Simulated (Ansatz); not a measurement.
def2 core potentials replace the inner electrons of Sn.

Species: C$_{3}$H$_{10}$O$_{3}$Sn, SMILES `C[CH](C)[Sn]([OH])([OH])[OH]` (charge 0, multiplicity 1).

Q: Give a relaxed geometry from PBE0-D3(BJ)/def2-SVP (Ansatz, an electronic-structure program).

A: This is not unique; one that fits is the end point of this relaxation, one of several conformers (outside a Z-matrix the atoms follow the SMILES, hydrogens last).
Z-matrix (Å, degrees):
```
C
H 1 1.1027
C 1 1.5230 2 109.83
H 3 1.1008 1 112.03 2 -54.40
H 3 1.1016 4 107.85 1 123.06
H 3 1.1036 4 107.56 5 115.58
C 1 1.5231 2 109.84 3 125.64
H 7 1.1005 1 112.10 2 56.72
H 7 1.1019 8 107.82 1 -123.00
H 7 1.1036 8 107.81 9 -115.42
Sn 1 2.1466 2 104.33 3 -117.27
O 11 1.9849 1 114.10 2 49.38
H 12 0.9652 11 109.92 1 126.91
O 11 1.9850 12 106.22 13 -107.66
H 14 0.9650 11 110.28 12 2.06
O 11 1.9860 12 105.67 13 4.22
H 16 0.9650 11 110.24 12 -108.44
```
